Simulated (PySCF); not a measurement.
## Calculated NMR parameters of C=C[SiH2][Si@](C)(N)P

| Item | Value |
| --- | --- |
| Formula | C3H12NPSi2 |
| SMILES | C=C[SiH2][Si@](C)(N)P |
| Point group of the computed structure | C1 |
| Carbon signals | 3 |
| Proton signals | 8 |

Mapped SMILES: `[CH2:1]=[CH:2][SiH2:3][Si@:4]([CH3:5])([NH2:6])[PH2:7]` (H(Xn): hydrogen on atom n). Ha(C1) is cis to Si3; Ha(Si3) is pro-R; Hb(Si3) is pro-S; Hb(C1) is trans to Si3.

How the numbers were obtained: shieldings: GIAO PBE0/pcSseg-1, coordinates at the GFN2-xTB level, in PySCF 2.14 (averaged over atoms made equivalent by symmetry, fast rotation or ring inversion, single conformer, no solvent, relativity neglected).

Chemical shifts δ = σref − σ; 1H (σ = 31.72 ppm) and 13C (σ = 186.93 ppm) and 29Si (σ = 349.16 ppm) vs TMS; 31P (σ = 318.38 ppm) against H3PO4; NH3 for 15N (σ = 267.73 ppm), all at this level.

| carbon | δC, type | δH (multiplicity) | HMBC from (2–3 bonds) | span of the C tensor (ppm) |
| --- | --- | --- | --- | --- |
| C1 | 142.4, CH2 | Ha(C1) 6.18 (m); Hb(C1) 6.39 (m) | H(C2), Ha(Si3), Hb(Si3) | 241 |
| C2 | 139.1, CH | 6.52 (m) | Hb(C1), Ha(C1), Ha(Si3), Hb(Si3) | 251 |
| C5 | 1.8, CH3 | 0.41 (m) | Ha(Si3), Hb(Si3), H(P7) | 18 |

Other nuclei:
```json
{"atoms": "Ha(Si3)", "nucleus": "1H", "environment": "hydrogen on a silicon bonded to C, Si", "δ (ppm)": "4.34", "σ (ppm)": "27.38"}
{"atoms": "Hb(Si3)", "nucleus": "1H", "environment": "hydrogen on a silicon bonded to C, Si", "δ (ppm)": "3.99", "σ (ppm)": "27.73"}
{"atoms": "H(P7)", "nucleus": "1H", "environment": "hydrogen on a phosphorus bonded to Si", "δ (ppm)": "0.92", "σ (ppm)": "30.80"}
{"atoms": "H(N6)", "nucleus": "1H", "environment": "hydrogen on a nitrogen bonded to Si", "δ (ppm)": "0.15", "σ (ppm)": "31.57"}
{"atoms": "P7", "nucleus": "31P", "environment": "phosphorus bonded to Si, 2 H", "δ (ppm)": "-271.2", "σ (ppm)": "589.6"}
{"atoms": "Si4", "nucleus": "29Si", "environment": "silicon bonded to C, N, P, Si", "δ (ppm)": "-3.2", "σ (ppm)": "352.3"}
{"atoms": "Si3", "nucleus": "29Si", "environment": "silicon bonded to C, Si, 2 H", "δ (ppm)": "-69.8", "σ (ppm)": "418.9"}
{"atoms": "N6", "nucleus": "15N", "environment": "nitrogen bonded to Si, 2 H", "δ (ppm)": "20.3", "σ (ppm)": "247.4"}
```

1. δC 142.4: terminal =CH2 carbon; as expected for a trigonal carbon in a double bond.
2. δC 139.1: alkene CH; an sp2 carbon of a C=C bond.
3. δH 6.39, 6.18: hydrogen on a terminal =CH2 carbon; olefinic region.
4. δH 0.41: hydrogen on a methyl carbon bonded to Si; an electropositive neighbour shields it, as in TMS itself.
5. δH 0.15: hydrogen on a nitrogen bonded to Si; exchangeable, gas-phase position.

OH/NH shifts are gas-phase values; hydrogen bonding in solution moves them, usually downfield. Splittings by 31P in the carbon and heteronuclear signals aren't shown, as no couplings were computed. Shifts are as computed. Against solution values, carbons near 30 ppm lie about +3 ppm off and those near 130 ppm about +5 ppm. Of 1211 compounds with measured shifts, 218 miss one by over three times the rms of a fit or turn the order of signals round; such compounds aren't used in these exercises. Experimental scales use liquid or dissolved standards, which lie at an offset from isolated NH3 (liquid NH3: subtract about 20 ppm) and H3PO4. No couplings were computed; multiplicities are counted from neighbouring protons, with m where these are inequivalent, close in shift, in a saturated or five-membered ring or joined by F or P, and br s for small geminal =CH2 splittings.
